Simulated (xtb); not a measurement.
CH₃Cl₃Si, singlet, geometry from GFN2-xTB. Base run: GFN2-xTB (xtb).

Geometry (Å):
```xyz
8

C     -2.0854    -0.4300     0.0574
Si    -0.2257    -0.0465     0.0062
Cl     0.6804    -1.1950    -1.3906
Cl     0.0678     1.9007    -0.4555
Cl     0.6098    -0.4257     1.8088
H     -2.2663    -1.4693     0.3174
H     -2.5947     0.1866     0.7927
H     -2.5522    -0.2460    -0.9063
```
Charge 0, spin multiplicity 1.
All else is at xtb's defaults.
Base energy -19.17230 Eh.

Each row names what was changed in the base input (with any setting that the change needs).

| change | ΔE vs base (mEh) | HOMO-LUMO gap (eV) | dipole (D) | G_solv (kcal/mol) | SCF cycles |
|---|---|---|---|---|---|
| base | 0.000 | 6.85 | 1.93 | - | 14 |
| etemp = 5000 | -0.065 | 6.85 | 1.93 | - | 14 |
| gbsa = water | -2.242 | 6.83 | 2.34 | -2.17 | 14 |
| acc = 1000 | 0.007 | 6.84 | 1.93 | - | 7 |
| etemp = 3000 | 0.000 | 6.85 | 1.93 | - | 14 |
| alpb = dmf | ? | 6.84 | ? | ? | 14 |

Q: What belongs in the gaps?

A: 
- alpb = dmf, ΔE vs base (mEh): -9.218
- alpb = dmf, dipole (D): 2.21
- alpb = dmf, G_solv (kcal/mol): -6.16

ALPB and GBSA are two models with their own fitted parameters for each solvent, which aren't always the measured dielectric constant.
